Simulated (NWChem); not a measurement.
## Correlation energy of sulfuric acid (H2O4S)

SMILES: O=S(=O)(O)O
```xyz
7

O     -0.3014     1.2374     0.8705
S      0.0000     0.0000    -0.1716
O      1.2712     0.2525    -0.8416
O     -1.2712    -0.2525    -0.8416
O      0.3014    -1.2374     0.8705
H      0.5721     1.5953     1.1416
H     -0.5721    -1.5953     1.1416
```
Charge 0, spin multiplicity 1.

The numbers come from NWChem runs, not from measurements. The geometry was optimised at PBE/def2-SVP, a minimum by its harmonic frequencies. It is one conformer; others weren't searched.

Basis set: 6-31G*. Each correlation energy counts from its own Hartree-Fock reference.

The correlated methods keep 9 core orbitals frozen. The Pople sets run with spherical d functions. Coupled-cluster values serve here as a point of comparison, not as the truth.

Order these methods by the correlation energy they give, lowest first: MP2, SCS-MP2, CCSD+T(CCSD), CCSD, CR-CCSD(T).

CCSD+T(CCSD) (-898.6 mHa), CR-CCSD(T) (-888.3 mHa), CCSD (-870.9 mHa), MP2 (-864.6 mHa), SCS-MP2 (-826.8 mHa)
